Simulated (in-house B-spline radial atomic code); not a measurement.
The numbers below are computed, except where a source is named.
# Weak and strong correlation along the adiabatic connection

Two-electron singlets in several external potentials (atomic units), by full CI in B-splines with partial waves to l = 8 (correlation energies up to 0.6 % small). The repulsion is scaled by λ at fixed density; W(λ) is the mean repulsion less the Hartree energy, W(0) = E_x, and the area under W from 0 to 1 is E_xc.

One system gave this curve:

| λ | W (hartree) |
| --- | --- |
| 0 | -0.59974 |
| 0.02 | -0.60169 |
| 0.05 | -0.60456 |
| 0.12 | -0.61099 |
| 0.25 | -0.62207 |
| 0.4 | -0.63358 |
| 0.6 | -0.64712 |
| 0.8 | -0.6589 |
| 1 | -0.66924 |
| 1.4 | -0.68647 |
| 2 | -0.70609 |
| 3 | -0.72865 |
| 4.5 | -0.74995 |
| 7 | -0.77062 |
| 10 | -0.7851 |

Which system is it?
A. ω²r²/2 − Z/r, ω = 1.39, Z = 2
B. −Z/r, Z = 0.647, wall at 0.603 bohr
C. −Z/r, Z = 19
D. −V exp(−r²/w²), V = 3.12, w = 3.08

D. The exchange energy sets the size: −V exp(−r²/w²), V = 3.12, w = 3.08: E_x = -0.6, E_c = -0.0388; −Z/r, Z = 19: E_x = -11.7, E_c = -0.0459; −Z/r, Z = 0.647, wall at 0.603 bohr: E_x = -3, E_c = -0.0511; ω²r²/2 − Z/r, ω = 1.39, Z = 2: E_x = -1.39, E_c = -0.0414 hartree.
